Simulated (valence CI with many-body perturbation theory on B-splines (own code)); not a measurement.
Results of a calculation; reference values are marked as such.
**From CI to CI+MBPT in Hf⁶⁴⁺**

Method: relativistic CI+MBPT: six valence electrons over a frozen Dirac-Fock core [He], radial functions for each j: 9 s, 9 p, 8 d, 6 f, 3 g, 1 h, with the one-electron correlation potential Σ1, the two-electron term Σ2, the three-electron term Σ3, Breit, model QED; selected CI, second order for the rest (own B-spline code, finite nucleus).

The last digits are not significant, and no measured levels were compared; by estimate large intervals hold to a few tenths of a per cent, small ones and those within an open d or f shell to about a per cent. Among the levels kept, up to 4900 cm⁻¹ of a level comes from second order outside the variational space, and about a tenth of that is noise between levels of different J, which matters for small intervals.

Each rung adds one term. CI alone is the Dirac-Coulomb CI over the frozen core; QED comes last and gives the full result, which names the levels. Energies are above (2s^2 2p1/2^2 2p3/2^2) J=2 on the same rung, in eV.

Levels are named by their leading jj configuration (3d3/2^4 stands for four electrons in 3d with j = 3/2), which in mixed levels can hold well under half, so a name can repeat and another be missing. Letters in brackets count levels of one name in rising energy.

```tsv
Level	CI alone	Σ1	Σ2	Σ3	Breit	QED	Full
(2s^2 2p1/2^2 2p3/2^2) J=0	50.6	0.00	+0.25	-0.05	+7.66	-0.03	58.5
(2s^2 2p1/2 2p3/2^3) J=1	1243.1	+0.20	+0.06	-0.06	-12.21	+1.69	1232.8
(2s^2 2p1/2 2p3/2^3) J=2	1269.1	+0.20	+0.06	-0.09	-19.46	+1.73	1251.5
(2s 2p1/2^2 2p3/2^3) J=2	1640.4	-0.13	-0.37	-0.23	-1.86	-14.48	1623.3
(2s 2p1/2^2 2p3/2^3) J=1	1719.0	-0.13	-0.49	-0.37	+0.63	-14.53	1704.1
(2s^2 2p3/2^4) J=0	2531.4	+0.40	+0.33	-0.15	-27.04	+3.22	2508.2
(2s 2p1/2 2p3/2^4) J=0	2894.8	+0.07	-0.07	-0.27	-14.11	-12.85	2867.5
(2s 2p1/2 2p3/2^4) J=1	2936.7	+0.07	-0.31	-0.35	-18.04	-12.85	2905.2
(2p1/2^2 2p3/2^4) J=0	3395.0	-0.26	-0.76	-0.59	+0.42	-28.89	3365.0
(2s^2 2p1/2^2 2p3/2 3s) J=2	8179.6	+0.26	+0.19	-0.21	-9.93	+2.73	8172.6
(2s^2 2p1/2^2 2p3/2 3s) J=1	8188.0	+0.26	+0.20	-0.21	-9.49	+2.73	8181.4
(2s^2 2p1/2^2 2p3/2 3p1/2) J=1	8295.1	+0.19	+0.13	-0.21	-3.91	-1.91	8289.4
(2s^2 2p1/2^2 2p3/2 3p1/2) J=2	8298.7	+0.19	+0.10	-0.21	-5.89	-1.91	8290.9
(2s^2 2p1/2^2 2p3/2 3p3/2) J=3	8654.3	+0.23	+0.11	-0.21	-11.19	-1.41	8641.9
(2s^2 2p1/2^2 2p3/2 3p3/2) J=1	8654.1	+0.23	+0.11	-0.21	-10.48	-1.42	8642.3
(2s^2 2p1/2^2 2p3/2 3p3/2) J=2	8681.5	+0.23	+0.06	-0.21	-10.02	-1.42	8670.1
(2s^2 2p1/2^2 2p3/2 3p3/2) J=0	8703.7	+0.23	+0.25	-0.21	-7.10	-1.41	8695.5
(2s^2 2p1/2^2 2p3/2 3d3/2) J=2	8771.0	+0.27	+0.20	-0.21	-10.29	-2.04	8759.0
(2s^2 2p1/2^2 2p3/2 3d3/2) J=3	8781.0	+0.27	+0.21	-0.21	-12.36	-2.03	8766.9
(2s^2 2p1/2^2 2p3/2 3d3/2) J=1	8782.4	+0.27	+0.22	-0.21	-10.18	-2.04	8770.5
(2s^2 2p1/2^2 2p3/2 3d3/2) J=0	8782.0	+0.27	+0.37	-0.21	-6.45	-2.04	8774.0
(2s^2 2p1/2^2 2p3/2 3d5/2) J=4	8865.6	+0.28	+0.30	-0.21	-14.35	-1.81	8849.8
(2s^2 2p1/2^2 2p3/2 3d5/2) J=2	8876.0	+0.28	+0.19	-0.21	-13.28	-1.81	8861.1
(2s^2 2p1/2^2 2p3/2 3d5/2) J=3	8893.0	+0.28	+0.20	-0.21	-14.77	-1.81	8876.6
(2s^2 2p1/2^2 2p3/2 3d5/2) J=1	8902.3	+0.28	+0.20	-0.21	-11.92	-1.81	8888.8
(2s^2 2p1/2 2p3/2^2 3s) J=2 [a]	9410.0	+0.47	+0.20	-0.23	-26.17	+4.42	9388.7
(2s^2 2p1/2 2p3/2^2 3s) J=1 [a]	9421.8	+0.47	+0.17	-0.23	-26.16	+4.44	9400.5
(2s^2 2p1/2 2p3/2^2 3s) J=3	9444.2	+0.47	+0.23	-0.27	-35.87	+4.43	9413.2
(2s^2 2p1/2 2p3/2^2 3s) J=2 [b]	9451.4	+0.47	+0.23	-0.27	-34.67	+4.42	9421.6
(2s^2 2p1/2 2p3/2^2 3s) J=0	9482.1	+0.47	+0.39	-0.30	-22.85	+4.37	9464.1
(2s^2 2p1/2 2p3/2^2 3s) J=1 [b]	9486.6	+0.47	+0.27	-0.30	-23.96	+4.41	9467.5
```

The middle columns are the shifts that each term adds.

Task: How does the ionisation energy move along the ladder, and which term matters most?

Result: CI alone 15369, + Σ1 15369, + Σ2 15370, + Σ3 15369, + Breit 15355, + QED 15353 eV. The largest step is Breit, -15 eV. NIST lists 15351 ± 24 eV (theoretical).
